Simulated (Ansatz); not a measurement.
Born–Oppenheimer molecular dynamics of FH₄NO₂Zr (9 atoms, charge 0, multiplicity 1). It starts from a relaxed structure.

The calculation used RKS PBE/def2-SVP (Ansatz).

- ensemble: NVT, Langevin thermostat
- time step: 1 fs
- steps asked: 500
- set temperature: 300 K
- friction: 0.02 /fs
- seed: 770308

Frames 5 fs apart, positions in Å.

Velocities at 50 fs (Å/ps):

```
Zr 3.19 1.41 0.50
F 3.44 1.53 -0.17
O -4.18 -1.35 2.82
H 0.23 -6.85 9.03
O -1.61 -1.87 -3.90
H -20.54 1.38 12.22
N 1.92 1.55 -3.02
H 8.08 10.86 -29.04
H -13.78 -8.74 7.45
```

```xyz
9
Properties=species:S:1:pos:R:3 time_fs=50 energy_less_start_eV=0.313 T=198
Zr -0.030 -0.240 0.021
F 0.068 -0.083 2.000
O 1.750 -0.401 -0.661
H 2.626 -0.127 -1.028
O -0.959 1.315 -0.661
H -1.252 2.237 -0.594
N -1.104 -1.681 -0.968
H -2.005 -2.094 -0.735
H -1.065 -1.806 -1.979
9
Properties=species:S:1:pos:R:3 time_fs=55 energy_less_start_eV=0.367 T=149
Zr -0.018 -0.234 0.024
F 0.081 -0.072 1.998
O 1.744 -0.403 -0.649
H 2.604 -0.149 -0.949
O -0.975 1.310 -0.681
H -1.317 2.191 -0.552
N -1.095 -1.673 -0.977
H -2.051 -2.046 -0.787
H -1.027 -1.839 -1.995
9
Properties=species:S:1:pos:R:3 time_fs=60 energy_less_start_eV=0.343 T=158
Zr -0.010 -0.229 0.026
F 0.089 -0.057 1.986
O 1.758 -0.405 -0.633
H 2.655 -0.141 -0.926
O -0.989 1.308 -0.708
H -1.408 2.183 -0.564
N -1.097 -1.676 -0.989
H -2.037 -1.994 -0.738
H -0.904 -1.868 -1.970
9
Properties=species:S:1:pos:R:3 time_fs=65 energy_less_start_eV=0.365 T=134
Zr -0.006 -0.228 0.024
F 0.097 -0.039 1.970
O 1.785 -0.407 -0.627
H 2.679 -0.175 -0.914
O -0.994 1.311 -0.724
H -1.476 2.111 -0.587
N -1.100 -1.673 -0.989
H -2.043 -1.980 -0.704
H -0.822 -1.955 -1.939
9
Properties=species:S:1:pos:R:3 time_fs=70 energy_less_start_eV=0.349 T=215
Zr -0.003 -0.229 0.021
F 0.104 -0.032 1.948
O 1.816 -0.391 -0.614
H 2.703 -0.187 -0.907
O -0.990 1.308 -0.740
H -1.581 2.108 -0.617
N -1.090 -1.668 -0.982
H -2.015 -2.032 -0.746
H -0.794 -2.080 -1.867
9
Properties=species:S:1:pos:R:3 time_fs=75 energy_less_start_eV=0.334 T=248
Zr -0.002 -0.230 0.012
F 0.113 -0.044 1.930
O 1.843 -0.371 -0.592
H 2.740 -0.133 -0.909
O -0.982 1.302 -0.748
H -1.589 2.027 -0.664
N -1.062 -1.665 -0.962
H -1.997 -2.062 -0.819
H -0.730 -2.228 -1.758
9
Properties=species:S:1:pos:R:3 time_fs=80 energy_less_start_eV=0.269 T=287
Zr -0.001 -0.226 0.000
F 0.112 -0.055 1.907
O 1.865 -0.347 -0.576
H 2.729 -0.071 -0.876
O -0.965 1.294 -0.751
H -1.620 2.027 -0.704
N -1.047 -1.692 -0.947
H -2.023 -2.007 -0.779
H -0.612 -2.339 -1.631
9
Properties=species:S:1:pos:R:3 time_fs=85 energy_less_start_eV=0.226 T=387
Zr 0.000 -0.218 -0.016
F 0.100 -0.074 1.898
O 1.867 -0.322 -0.563
H 2.751 -0.007 -0.835
O -0.946 1.293 -0.757
H -1.604 2.019 -0.812
N -1.037 -1.745 -0.921
H -2.026 -1.935 -0.751
H -0.544 -2.442 -1.459
9
Properties=species:S:1:pos:R:3 time_fs=90 energy_less_start_eV=0.148 T=361
Zr 0.000 -0.208 -0.039
F 0.078 -0.100 1.896
O 1.856 -0.301 -0.556
H 2.720 0.067 -0.771
O -0.941 1.301 -0.757
H -1.566 1.976 -0.950
N -1.017 -1.792 -0.888
H -2.042 -1.928 -0.823
H -0.551 -2.607 -1.367
9
Properties=species:S:1:pos:R:3 time_fs=95 energy_less_start_eV=0.158 T=318
Zr 0.000 -0.196 -0.062
F 0.061 -0.126 1.891
O 1.852 -0.284 -0.548
H 2.711 0.121 -0.741
O -0.932 1.303 -0.747
H -1.597 1.988 -1.067
N -0.995 -1.836 -0.850
H -2.007 -1.963 -0.910
H -0.632 -2.685 -1.246
9
Properties=species:S:1:pos:R:3 time_fs=100 energy_less_start_eV=0.150 T=276
Zr -0.003 -0.189 -0.083
F 0.040 -0.148 1.874
O 1.867 -0.268 -0.544
H 2.742 0.138 -0.707
O -0.929 1.317 -0.741
H -1.550 1.927 -1.081
N -0.983 -1.865 -0.808
H -2.020 -1.944 -0.933
H -0.619 -2.805 -1.120
9
Properties=species:S:1:pos:R:3 time_fs=105 energy_less_start_eV=0.126 T=334
Zr -0.004 -0.185 -0.096
F 0.019 -0.172 1.854
O 1.880 -0.251 -0.547
H 2.742 0.129 -0.667
O -0.934 1.340 -0.741
H -1.589 1.976 -1.147
N -0.967 -1.898 -0.765
H -1.966 -1.860 -0.921
H -0.632 -2.830 -0.947
```

Of the whole run (500 fs, mean temperature of the second half 286 K): A run of 0.5 ps of so small a system gives no equilibrium averages.

Time of the run: 9.5 min on 4 threads of Arm Neoverse V1, on a shared host, peak memory 0.16 GiB.
